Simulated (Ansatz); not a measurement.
Input file:

```yaml
accuracy: low
crystal:
  lattice:
    - [10.04, 0.0, 0.0]
    - [0.0, 10.04, 0.0]
    - [0.0, 0.0, 10.04]
  atoms:
    - { symbol: Ba, position: [-0.03356954, -0.00028428, -0.02696654] }
    - { symbol: Ba, position: [0.52317007, -0.00026004, 0.0097758] }
    - { symbol: Ba, position: [0.0189324, 0.49975867, -0.01728883] }
    - { symbol: Ba, position: [-0.03354406, -0.00028284, 0.52684049] }
    - { symbol: Ba, position: [0.23097344, 0.23048232, 0.2499565] }
    - { symbol: Ba, position: [0.48037607, 0.49970531, 0.02069852] }
    - { symbol: Ba, position: [0.5231919, -0.00026017, 0.49013379] }
    - { symbol: Ba, position: [0.76857728, 0.26981149, 0.24994747] }
    - { symbol: Ba, position: [0.01892189, 0.49975915, 0.51718855] }
    - { symbol: Ba, position: [0.23103644, 0.76884195, 0.24995753] }
    - { symbol: Ba, position: [0.27905074, 0.2262414, 0.74994698] }
    - { symbol: Ba, position: [0.48038863, 0.49970514, 0.47919711] }
    - { symbol: Ba, position: [0.76849994, 0.72944741, 0.24994787] }
    - { symbol: Ba, position: [0.72903113, 0.26485846, 0.74995552] }
    - { symbol: Ba, position: [0.27882925, 0.7728712, 0.74994778] }
    - { symbol: Ba, position: [0.72884593, 0.73455126, 0.74995489] }
    - { symbol: B, position: [0.63619898, -0.00011973, 0.74997827] }
basis:
  ecutwfc: 420.0
kpoints:
  mp_grid: { grid: [2, 2, 2] }
hamiltonian:
  xc: pbe
scf:
  occupations: { method: fermi_dirac, width: 0.15 }
  lower_state_search: "off"
md:
  timestep: 1
  n_steps: 160
  ensemble: nvt_nose_hoover
  temperature: 1200.0
  initial_velocities: maxwell_boltzmann
  seed: 122052
  nose_hoover: { tau: 100.0, chain_length: 3 }
```

Launched with:

```bash
$ ansatz run input.yaml --threads 4 --pin off --max-ram 10240MiB --backend cpu --events-out ev --progress --plain --runs-dir out
```

Hardware: 4 threads of Intel(R) Xeon(R) Platinum 8488C (Sapphire Rapids) (shared host).

Problem. Roughly how long does this run take, and how much memory?

Solution. 17 min, with a peak of 3.8 GiB, for 161 ionic steps.
